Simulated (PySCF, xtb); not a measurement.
CH6ClFOSi2, SMILES O[C@H]([SiH3])[Si@@H](F)Cl.

GFN2-xTB run with xtb at its own geometry gives an orbital gap of 4.92 eV and a dipole moment of 2.75 D.

Geometry optimised at B3LYP-D3(BJ)/def2-SVP. The structure was generated by enumeration; whether it is a known compound was not checked. One conformer was computed; it need not be the lowest.

**Question.** What does PBE/def2-TZVP in PySCF give? (An estimate is asked for; the answer gives what the named calculation found.)

**Answer.** gap 5.16 eV (levels -6.27 and -1.11 eV), dipole 1.60 D.
